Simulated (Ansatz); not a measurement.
```xyz
4

O    -0.6659   -0.7213   -0.1951
Ga    0.4912    0.6508   -0.1569
F     1.2434    0.9355    1.4079
H    -1.0687   -0.8650   -1.0559
```

The species carries charge 0 and has multiplicity 2.

(1) List the B3LYP/def2-TZVPP orbital energies in eV (Ansatz). (Estimate.)

Answers

(1) Computed: α occupied: -10138.42, -1250.08, -1107.32, -1107.26, -1107.21, -670.48, -521.00, -150.27, -103.68, -103.53, -103.41, -30.93, -27.45, -23.43, -23.43, -23.36, -23.20, -23.13, -14.12, -12.19, -10.73, -10.71, -10.59, -9.27, -6.80. α empty: -1.45, 0.22, 0.63, 2.30, 4.64, 5.39, 5.44, 5.92. β occupied: -10138.38, -1250.05, -1107.31, -1107.23, -1107.18, -670.37, -520.84, -150.20, -103.61, -103.44, -103.39, -30.68, -27.07, -23.33, -23.32, -23.31, -23.11, -23.02, -13.88, -11.71, -10.63, -10.46, -9.91, -9.13. β empty: -4.16, -0.91, 0.46, 0.95, 2.54, 5.05, 5.64, 5.67. ⟨S²⟩ = 0.753.

B3LYP here is the variant with VWN-RPA as its local correlation; programs differ in this.
